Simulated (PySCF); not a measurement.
## Broadened absorption spectrum of C5H10F2O2

C5H10F2O2.
SMILES: `CCO[C@H](C)OC(F)F`

Computed with TDDFT CAM-B3LYP/def2-SVPD, vertical, gas phase, core orbitals frozen in the response in PySCF 2.14.0, density-fitted response routines. The structure is a single PBE0-D3(BJ)/def2-SVP conformer in the gas phase; no vibrational or solvent corrections. Torsions of this conformer, `[CH3:1][CH2:2][O:3][C@H:4]([CH3:5])[O:6][CH:7]([F:8])[F:9]`: C1–C2–O3–C4 -96°, C2–O3–C4–C5 -173°, O3–C4–O6–C7 -143°, C4–O6–C7–F8 -83°.

Computed states:

| state | E (eV) | f |
| --- | --- | --- |
| S1 | 7.96 | 0.034 |
| S2 | 8.58 | 0.068 |
| S3 | 8.71 | 0.022 |
| S4 | 8.87 | 0.0013 |
| S5 | 9.03 | 0.017 |
| S6 | 9.20 | 0.060 |
| S7 | 9.47 | 0.017 |
| S8 | 9.53 | 0.018 |
| S9 | 9.62 | 0.0059 |
| S10 | 9.69 | 0.070 |

Each state is given a Gaussian of 0.4 eV full width at half maximum, with ε(max) = 2.175×10⁸ f / Δν̃ (Δν̃ the width in cm⁻¹). The width is an assumption, not a result. The curve ends short of the highest state used, and states not computed would add to its high-energy end.

Task: What does the envelope look like, and where are its maxima?

Result: 
(λ (nm), ε (L mol⁻¹ cm⁻¹)): (136.5, 4669), (137.6, 3933), (138.7, 3437), (139.8, 3480), (140.9, 4082), (142.0, 4968), (143.1, 5686), (144.2, 5848), (145.3, 5322), (146.4, 4280), (147.5, 3076), (148.6, 2051), (149.7, 1408), (150.8, 1193), (151.9, 1326), (153.0, 1659), (154.1, 2016), (155.3, 2252), (156.4, 2237), (157.5, 2000), (158.6, 1615), (159.7, 1183), (160.8, 788), (161.9, 480), (163.0, 268), (164.1, 138), (165.2, 65), (166.3, 29), (167.4, 12), (168.5, 4)

Maxima: 156 nm (7.96 eV), ε about 2300, made up of S1 (100%); 144 nm (8.62 eV), ε about 5900, made up of S2 (77%) and S3 (22%) (ε in L mol⁻¹ cm⁻¹; maxima over ε = 5, shares over 10%). At its high-energy end, 9.09 eV, the curve is still rising (ε about 4700, from S5 and S6).

Task: What would ε be at 8.62 eV, the highest of these maxima, with half the width (0.2 eV)?

Result: About 10000 L mol⁻¹ cm⁻¹ against 5870, a factor of about 1.7; a lone state at its own centre would give exactly 2.

Task: Does any computed singlet lie in the visible range?

Result: No computed singlet lies in the visible range (380 to 750 nm); the lowest, at 156 nm, stands 4.69 eV above its violet end (3.26 eV).

Task: Coming from long wavelengths, where does ε first pass 100 L mol⁻¹ cm⁻¹?

Result: At about 165 nm (7.53 eV), 0.42 eV below S1.

All these states lie below the vertical ionisation energy of 10.52 eV (ΔSCF).
